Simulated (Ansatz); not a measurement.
Reaction (cleavage of the Si–Ge bond): `[SiH3][SiH2][GeH2][SiH2][GeH3]` + `[CH3][AlH][OH]` → `[CH3][AlH][O][SiH2][SiH3]` + `[GeH3][SiH2][GeH3]`

Gas-phase electronic energies from Ansatz, PBE0-D4/def2-TZVP geometries. CBS: MP2 limit from def2 TZ/QZ plus the TZ coupled-cluster correction, frozen cores. DFT in def2-TZVPP. For Ge outer-core shells are correlated without core-valence functions, which leaves a few kJ/mol of doubt a bond. Scalar relativity is left out up to krypton. One conformer a species, not always the lowest.

```csv
level,ΔE (kJ/mol)
PBE0-D4,-56.2
HF/def2-TZVPP,-106.2
SCS-MP2/def2-QZVPP,-77.8
MP2/CBS(def2),-66.1
```

(1) What does CCSD(T)/CBS give? (Best estimate.)

Largest T1 diagnostic among the species: 0.013.

Results:

(1) Computed: -67.0 kJ/mol. The listed levels differ from it by 10.8, -39.2, -10.8, 0.9 kJ/mol.

The D4 term adds +8.4 kJ/mol with B3LYP and +5.0 kJ/mol with PBE0; it sums over pairs of atoms, weighted by their polarisabilities, and B3LYP, whose exchange is more repulsive, gets the larger term. From PBE to PBE0 (25 % exact exchange), in def2-TZVPP and without D4, ΔE moves by −6.3 kJ/mol.

B3LYP here is the variant with VWN-RPA as its local correlation; programs differ in this.
